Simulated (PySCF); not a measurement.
**How the method moves the HOMO and LUMO of `C=C(F)[SiH2]NC`**

Compound: C3H8FNSi.
Z-matrix (Å and degrees, PBE0-D3(BJ)/def2-SVP geometry), rows numbered from 1:
```
C 
C   1  1.3315
F   2  1.3525  1  119.48
Si  2  1.8873  1  127.39  3  -179.17
N   4  1.7246  2  105.35  1  -135.60
C   5  1.4420  4  125.49  2   177.44
H   1  1.0937  2  121.33  3     0.77
H   1  1.0915  2  119.80  3  -179.11
H   4  1.5027  2  108.66  1   100.68
H   4  1.4941  2  109.16  1   -15.81
H   5  1.0149  4  115.56  2   -27.52
H   6  1.1020  5  109.99  4   -32.18
H   6  1.1076  5  114.12  4    88.01
H   6  1.1030  5  111.33  4  -149.97
```

Basis pcSseg-1 throughout (PySCF), one geometry. One conformer (not necessarily the lowest) at the PBE0-D3(BJ)/def2-SVP geometry, without solvent, vibrations or thermal averaging.

Problem. How do the orbital energies, the gap and the dipole change with the method?

Solution. 
| method | kind | HOMO (eV) | LUMO (eV) | gap (eV) | μ (D) | SCF cycles |
| --- | --- | --- | --- | --- | --- | --- |
| BLYP | GGA | -5.29 | -0.98 | 4.31 | 0.98 | 15 |
| OPBE | GGA | -5.41 | -1.03 | 4.38 | 0.96 | 15 |
| PBE | GGA | -5.41 | -1.14 | 4.27 | 0.97 | 15 |
| B97-D | GGA | -5.43 | -1.04 | 4.39 | 0.99 | 15 |
| LDA | LDA | -5.50 | -1.38 | 4.11 | 1.01 | 14 |
| KT2 | GGA | -5.51 | -1.15 | 4.35 | 0.99 | 15 |
| BP86 | GGA | -5.53 | -1.24 | 4.29 | 1.00 | 15 |
| KT3 | GGA | -5.54 | -1.09 | 4.45 | 0.97 | 15 |
| B97-2 | global hybrid | -6.55 | -0.22 | 6.33 | 1.03 | 14 |
| B3LYP | global hybrid | -6.57 | -0.38 | 6.19 | 1.03 | 14 |
| PBE0 | global hybrid | -6.80 | -0.18 | 6.63 | 1.04 | 14 |
| mPW1PW91 | global hybrid | -6.84 | -0.19 | 6.65 | 1.05 | 14 |
| BHandHLYP | global hybrid | -8.11 | 0.93 | 9.04 | 1.12 | 12 |
| CAM-B3LYP | range-separated hybrid | -8.19 | 1.01 | 9.20 | 1.06 | 13 |
| wB97X-D | range-separated hybrid | -8.71 | 1.64 | 10.34 | 1.08 | 14 |
| LC-wPBE | range-separated hybrid | -9.58 | 2.16 | 11.73 | 1.07 | 14 |
| HF | Hartree–Fock | -10.20 | 3.57 | 13.77 | 1.21 | 11 |

The HOMO spans 4.91 eV, from BLYP down to HF, and the gap runs from 4.11 eV (LDA) to 13.77 eV (HF). Over the methods BLYP (0 %), OPBE (0 %), PBE (0 %), B97-D (0 %), LDA (0 %), KT2 (0 %), BP86 (0 %), KT3 (0 %), B97-2 (21 %), B3LYP (20 %), PBE0 (25 %), mPW1PW91 (25 %), BHandHLYP (50 %), HF (100 %), a straight line through the gap against the share of exact exchange rises by 0.94 eV for each 10 % (correlation coefficient 1.000). The dipole ranges from 0.96 D (OPBE) to 1.21 D (HF). This basis has no diffuse functions.
